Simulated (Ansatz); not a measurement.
Born–Oppenheimer molecular dynamics of H₄O₂SeSn (8 atoms, charge 0, multiplicity 1). It starts at the highest image of a converged band. Of that band: Neighbouring images differ by up to 1.8 eV, so the band resolves the path poorly. A vibrational analysis at the climbing image gives one clearly imaginary mode, 1251i cm⁻¹: a first-order saddle point.

The calculation used RKS PBE0-D4/def2-SVP in Ansatz 0.2.0.

| Quantity | Value |
| --- | --- |
| ensemble | NVE (velocity Verlet) |
| time step | 0.5 fs |
| steps asked | 200 |
| starting velocities drawn for | 100 K |
| seed | 7032 |

First frame:

```xyz
8
Properties=species:S:1:pos:R:3
O -0.784 1.683 -1.151
Sn -0.296 0.443 0.314
O 1.830 0.387 0.229
Se -1.285 -1.818 -0.376
H -1.375 1.291 -1.804
H 0.958 0.710 1.525
H 2.272 -0.475 0.188
H -1.229 -2.279 1.020
```

Problem. What does the run give?

Solution. All steps were run.

```yaml
steps_done: 200
time_covered: 100 fs
mean_temperature_over_the_second_half: 2054 K
spread_of_the_potential_energy_over_the_second_half: 48.3 meV per atom
mean_potential_energy_of_the_second_half_above_the_start: -190.0 meV per atom
```

The conserved energy stayed within 3.5 meV per atom of its start (net change -2.8 meV per atom), so there is no drift, though single steps change it by up to 31 meV in the whole system, a sign of fast motions only just resolved. The kinetic energy rose, since the run started high on the potential surface and went downhill. It ends in pieces (H2O + H2OSeSn), so much of that is their flight and rotation, not heat. A run of 0.1 ps of so small a system gives no equilibrium averages. The orbitals stay closed-shell, which can raise the energy where a bond breaks towards radicals; this wasn't checked here.

Problem. What happens to the structure?

Solution. Between its relaxed ends the band would form O3–H6 and break Sn2–H6. These pairs go: O3–H6 1.60 → 0.96 Å, Sn2–H6 1.76 → 3.51 Å. In the last frame they stand as after the step (other bonds may differ from the relaxed reactants and products). These pairs come and go: their bonding changes 16 times, last at 98 of 100 fs, so the outcome isn't settled. Also parted: Sn2–O3 2.13 → 4.24 Å. It ends as H2O + H2OSeSn. Pairs count as bonded within 1.25 times the sum of covalent radii (0.12 Å more for H–H). The details hang on the random start.

Problem. How do temperature and energy run in time?

Solution. 
| time (fs) | T (K) | potential energy less start (eV) | conserved less start (meV/atom) |
| --- | --- | --- | --- |
| 0 | 100 | 0.000 | 0.00 |
| 8 | 72 | 0.022 | 0.01 |
| 16 | 105 | -0.003 | 0.03 |
| 24 | 1672 | -1.236 | -2.10 |
| 32 | 1673 | -1.219 | 0.12 |
| 40 | 1410 | -1.012 | 0.43 |
| 48 | 1959 | -1.442 | 0.03 |
| 56 | 2957 | -2.237 | -2.69 |
| 64 | 1949 | -1.415 | 2.35 |
| 72 | 2740 | -2.070 | -2.83 |
| 80 | 2064 | -1.525 | -0.20 |
| 88 | 1283 | -0.914 | 0.41 |
| 96 | 1466 | -1.057 | 0.34 |

The run took 7.4 min on 2 threads of AMD EPYC 9R14 (Zen 4), on a shared host, peak memory 0.29 GiB.
